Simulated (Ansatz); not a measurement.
Reaction (formal hydrolysis of a C–Cl bond): `[CH3][InH][CH2]Cl` + H₂O → `[CH3][InH][CH2]O` + HCl

Isolated molecules relaxed with PBE0-D4/def2-TZVP in Ansatz; ΔE leaves out vibrations. CCSD(T)/CBS is the MP2 limit (def2-TZVPP, def2-QZVPP) plus CCSD(T) − MP2 in def2-TZVPP, frozen cores. This one scheme is used for every species. Functionals use def2-TZVPP. Elements past krypton have def2 core potentials. For In outer-core shells are correlated without core-valence functions, which leaves a few kJ/mol of doubt a bond. Each species was taken in one conformer, which may not be the lowest.

(1) Is it downhill or uphill in electronic energy at CCSD(T)/CBS, and by how much? (An estimate is asked.)

(2) What do these levels give: r2SCAN-D4, PBE0-D4, ωB97X-V, B2PLYP, PBE, PBE0, HF/def2-TZVPP, MP2/def2-TZVPP, CCSD(T)/def2-TZVPP, MP2/def2-QZVPP, HF/CBS(def2), CCSD/CBS(def2)? (Best estimate.)

Largest T1 diagnostic among the species: 0.012.

Answers

(1) Ansatz gave: Uphill: ΔE = +57.6 kJ/mol.

(2) The calculation gave: r2SCAN-D4 48.3, PBE0-D4 48.1, ωB97X-V 46.2, B2PLYP 47.6, PBE 43.5, PBE0 46.5, HF/def2-TZVPP 46.4, MP2/def2-TZVPP 56.1, CCSD(T)/def2-TZVPP 49.0, MP2/def2-QZVPP 61.1, HF/CBS(def2) 46.9, CCSD/CBS(def2) 56.0 kJ/mol.

The D4 term adds +3.1 kJ/mol with B3LYP and +1.6 kJ/mol with PBE0; it sums over pairs of atoms, weighted by their polarisabilities, and B3LYP, whose exchange is more repulsive, gets the larger term. From PBE to PBE0 (25 % exact exchange), in def2-TZVPP and without D4, ΔE moves by +3.0 kJ/mol.

B3LYP here is the variant with VWN-RPA as its local correlation; programs differ in this.
